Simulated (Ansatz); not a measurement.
Basis-set extrapolation for C$_{6}$H$_{7}$Na (`C[C@@]12[C@H]3[C@H]4[C@H]5[C@@H]1[Na]4532`) (PBE0-D4/def2-TZVP geometry, frozen core, the Gaussian-basis code of Ansatz). Multiplicity 1, RHF reference. For Na the program correlates outer-core shells too, which these sets cover unevenly, so the extrapolated numbers aren't a true limit.

|  | def2-TZVPP | def2-QZVPP |
| --- | --- | --- |
| HF | -393.210341 | -393.226805 |
| MP2 correlation | -1.166945 | -1.256323 |
| CCSD(T) correlation | -1.250818 | not run |

Energies in hartree. Use E(X) = E(∞) + A·exp(−7.88·√X) for Hartree–Fock and E(X) = E(∞) + B·X^(−2.97) for correlation, with X = 3 and 4, and add CCSD(T) minus MP2 of the smaller set to the MP2 limit.

**Question.** What is the CCSD(T) energy at the basis-set limit?

**Answer.** HF limit: -393.226805 + (-0.016464) × 0.13774 = -393.22907. MP2 limit: -1.256323 + (-0.089378) × 0.74074 = -1.32253. Higher-order term: -1.250818 − (-1.166945) = -0.08387. Total: -394.63547 hartree, 109.4 kcal/mol below CCSD(T)/def2-TZVPP.
